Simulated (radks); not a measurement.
Results of a calculation; reference values are marked as such.
Question: Successive ionisation energies (eV) of one element, from differences of total energies of ions in their ground configurations, starting at charge 44: 7406.8, 7610.7, 8105.7, 8313.8, 34338, 35230. Code: a radial shooting solver on a logarithmic mesh with Libxc functionals. Model: scalar-relativistic Kohn-Sham, r2SCAN, spin-polarised, spherical densities, finite nucleus; open shells are filled with parallel spins first (spin-orbit coupling, left out, can overturn this in heavy ions); meta-GGA in the generalised Kohn-Sham scheme; Fermi nuclear charge, rms radius 4.6519 fm. Which element is it?

Answer: Tin (Z = 50). The first species listed is Sn44+ in [He] 2s2 2p2, the last Sn49+ in 1s1.
